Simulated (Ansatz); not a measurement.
Reaction (ligand exchange at the Si–O bond): `[SiH3]O[SiH](Cl)Cl` + `F[SiH2]P` → `F[SiH2]P[SiH3]` + `O[SiH](Cl)Cl`

Calculated with Ansatz (gas phase, PBE0-D4/def2-TZVP geometries, no zero-point term in ΔE). CBS: MP2 limit from def2 TZ/QZ plus the TZ coupled-cluster correction, frozen cores. This one scheme is used for every species. Functionals use def2-TZVPP. One conformer a species, not always the lowest.

`[SiH3]O[SiH](Cl)Cl`:

```xyz
9

Si   -0.319   -1.490   -0.476
O    -0.279   -0.149    0.483
Si    0.199    1.378    0.636
Cl    2.234    1.484    0.577
Cl   -0.549    2.500   -0.895
H    -1.000   -2.557    0.292
H     1.065   -1.902   -0.812
H    -1.073   -1.188   -1.717
H    -0.277    1.924    1.913
```

`F[SiH2]P`:

Cartesian coordinates in Å:
```
F 0.699 0.179 -1.982
Si -0.256 0.270 -0.698
P 0.995 -0.023 1.142
H -0.848 1.630 -0.654
H -1.321 -0.747 -0.878
H 0.888 -1.439 1.106
H -0.157 0.128 1.965
```

`F[SiH2]P[SiH3]`:

Z-matrix (Å, degrees):
```
Si
P 1 2.240
F 1 1.602 2 107.7
H 1 1.484 2 109.0 3 117.5
H 1 1.485 2 114.5 3 -118.6
Si 2 2.254 1 96.1 3 90.9
H 2 1.424 1 91.9 3 -174.0
H 6 1.485 2 108.8 1 173.0
H 6 1.486 2 113.0 1 51.5
H 6 1.485 2 107.2 1 -68.9
```

`O[SiH](Cl)Cl`:

Z-matrix (Å, degrees):
```
Si
Cl 1 2.042
Cl 1 2.041 2 107.4
O 1 1.621 2 111.2 3 -121.9
H 1 1.467 2 109.8 3 119.4
H 4 0.959 1 119.4 2 59.9
```

```csv
level,ΔE (kJ/mol)
BLYP,76.6
BHLYP,89.8
```

Question: What does CCSD(T)/CBS give? (Estimate.)

Answer: Ansatz gave: +75.7 kJ/mol. The listed levels differ from it by 0.9, 14.1 kJ/mol.

Largest T1 diagnostic among the species: 0.013.

In def2-TZVPP, CCSD(T) changes the Hartree–Fock value by −26.0 kJ/mol (the triples alone add −4.7 kJ/mol) and MP2 by −26.5 kJ/mol. From PBE to PBE0 (25 % exact exchange), in def2-TZVPP and without D4, ΔE moves by +6.4 kJ/mol.
